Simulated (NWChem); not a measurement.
System: CrN2H3OF; SMILES [F][Cr](=[NH])([OH])=[NH]

```xyz
8

Cr     0.0525     0.0254    -0.0926
N     -0.9073    -0.1765    -1.3685
H     -1.8506    -0.3517    -1.7471
N     -0.8407     0.0828     1.2473
H     -1.7747     0.0490     1.6835
F      1.1551    -1.3126     0.0241
O      0.8839     1.5716    -0.3038
H      1.0615     1.9887     0.5643
```
Atoms are numbered in this order, from 1.

All runs: NWChem. Pople sets run with spherical d functions. All runs use the structure optimised with PBE-D3(BJ)/def2-SVP. No frequency run checked for a minimum. B3LYP is NWChem's, with the RPA form of VWN correlation. Vzz is the largest principal value of the second derivative of the potential at the nucleus (NWChem prints the opposite sign); η is the asymmetry. Non-relativistic.

What does the run give for B3LYP/6-31G*? Quantities: Vzz Cr1 (a.u.); η Cr1; Vzz N2 (a.u.); η N2; Vzz N4 (a.u.); η N4; Vzz O7 (a.u.); η O7.

The vzz Cr1 (a.u.) comes out as 0.288 and the η Cr1 is 0.53. The vzz N2 (a.u.) is -0.162 and the η N2 is 0.44. The vzz N4 (a.u.) comes out as -0.195 and the η N4 is 0.04. The vzz O7 (a.u.) is 1.074 and the η O7 comes out as 0.62.
